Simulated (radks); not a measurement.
Values are calculated unless marked as measured or tabulated.
Valence configurations of neutral nitrogen (all share [He]). Level of theory: scalar-relativistic Kohn-Sham, BLYP, spin-polarised, spherical densities, point nucleus; open shells are filled with parallel spins first (a radial shooting solver on a logarithmic mesh with Libxc functionals). Energies are relative to 2s2 2p3; eigenvalues in eV for spin up.

valence	E (eV)	moment (Bohr magnetons)	e(2p)	e(2s)
2s2 2p3	0.000	3	-8.077	-19.557
2s1.5 2p3.5	5.524	3	-8.485	-20.033
2s1 2p4	11.035	3	-8.877	-20.491
2s0.5 2p4.5	18.534	2	-8.798	-20.375
2p5	25.386	1	-8.484	-

NIST lists [He] 2s2 2p3 as the ground configuration; this level of theory agrees among the configurations tried. The energies are those of spherical high-spin densities, not of single terms.
